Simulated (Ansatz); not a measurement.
Geometry optimisation, RKS r2SCAN-D4/6-31G in Ansatz 0.2.0.

Input file:

```yaml
crystal:
  periodic: [false, false, false]
  atoms:
    - { symbol: "N", position_ang: [-3.2992, -0.8103, 0.8517] }
    - { symbol: Al, position_ang: [-2.0434, -0.2952, -0.4703] }
    - { symbol: O, position_ang: [-0.6753, 0.8101, -0.0262] }
    - { symbol: Si, position_ang: [0.6722, -0.2234, 0.5612] }
    - { symbol: O, position_ang: [1.9898, 0.6867, 0.9605] }
    - { symbol: Si, position_ang: [2.6557, 1.2629, -0.5097] }
    - { symbol: H, position_ang: [-4.21294, -0.43621, 0.55169] }
    - { symbol: H, position_ang: [-3.00732, -0.42557, 1.72333] }
    - { symbol: H, position_ang: [-2.1344, -0.8671, -1.9067] }
    - { symbol: H, position_ang: [0.9458, -1.2491, -0.4232] }
    - { symbol: H, position_ang: [0.1216, -0.9294, 1.7963] }
    - { symbol: H, position_ang: [3.8644, 2.0715, -0.208] }
    - { symbol: H, position_ang: [1.6315, 2.1059, -1.2471] }
    - { symbol: H, position_ang: [3.0364, 0.1164, -1.3253] }
basis:
  gaussian: { orbitals: "6-31G" }
hamiltonian:
  xc: r2scan
  dispersion: d4
relax:
  f_tol: 0.015
  max_steps: 40
output:
  orbitals: {}
```

Run as:

```bash
$ ansatz run input.yaml --threads 2 --pin off --max-ram 3072MiB --backend cpu --events-out ev --progress --plain --runs-dir out
```

Problem. Where does it end, and by what steps?

Solution. It converged. The force dipped under the threshold on the way, but the program's further checks kept it going. Limits of this set-up: no polarisation functions. After 33 steps the energy has fallen by 2.109 eV; H9 moved furthest, 1.70 Å. Parted: Si4–Si6.

```tsv
step	energy less start (eV)	largest force component (eV/Å)	accepted
0	0.0000	3.971	yes
2	-1.2832	2.827	yes
4	-1.8238	0.533	yes
6	-2.0147	0.156	yes
8	-2.0837	0.417	yes
10	-2.0960	0.084	yes
12	-2.1014	0.157	yes
14	-2.1034	0.059	yes
16	-2.1048	0.183	yes
18	-2.1061	0.058	yes
20	-2.1066	0.077	yes
22	-2.1074	0.029	yes
24	-2.1079	0.023	yes
26	-2.1082	0.051	yes
28	-2.1084	0.063	yes
30	-2.1089	0.038	yes
32	-2.1090	0.016	yes
33	-2.1091	0.009	yes
```

```xyz
14
Properties=species:S:1:pos:R:3
N -3.683 -0.665 0.493
Al -2.196 -0.051 -0.285
O -0.684 -0.406 0.442
Si 0.879 -0.625 1.015
O 1.983 0.355 0.208
Si 2.739 1.375 -0.909
H -4.612 -0.505 0.127
H -3.708 -1.212 1.345
H -2.298 0.802 -1.628
H 1.280 -2.056 0.789
H 0.925 -0.251 2.469
H 3.853 2.115 -0.223
H 1.756 2.370 -1.468
H 3.312 0.572 -2.047
```

Time of the run: 2.3 min on 2 threads of Arm Neoverse V2, on a shared host, peak memory 0.19 GiB.
